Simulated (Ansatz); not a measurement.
`OB[SiH]1SS1`. The species carries charge 0 and has multiplicity 1.

Z-matrix (Å, degrees):
```
Si
B 1 2.011
S 1 2.113 2 113.9
S 1 2.113 2 113.9 3 -66.9
H 1 1.483 2 121.9 3 146.6
O 2 1.347 1 119.5 3 -146.6
H 2 1.200 1 118.8 3 33.4
H 6 0.962 2 114.0 1 180.0
```

Task: What are the harmonic wavenumbers in cm⁻¹ at PBE0-D4/def2-TZVP (Ansatz, finite differences of forces, unscaled)? (Best estimate.)

Result: Ansatz gave: 45, 110, 172, 271, 448, 453, 567, 597, 624, 665, 757, 874, 974, 1169, 1369, 2239, 2594, 3846.

Task: Is this a minimum?

Result: Yes, all 18 modes are real.

Task: Give the ideal-gas thermochemistry at 298.15 K and 1 bar (rigid rotor, harmonic oscillator; point group Cs, symmetry number 1).

Result: Zero-point energy 106.3 kJ/mol; H(298) − E = 126.7 kJ/mol; entropy 353.5 J/(mol·K), of which translation 168.8, rotation 117.0, vibration 67.7; G(298) − E = 21.3 kJ/mol. Modes under 100 cm⁻¹ are hindered rotations or soft bends, so the harmonic entropy is rough.
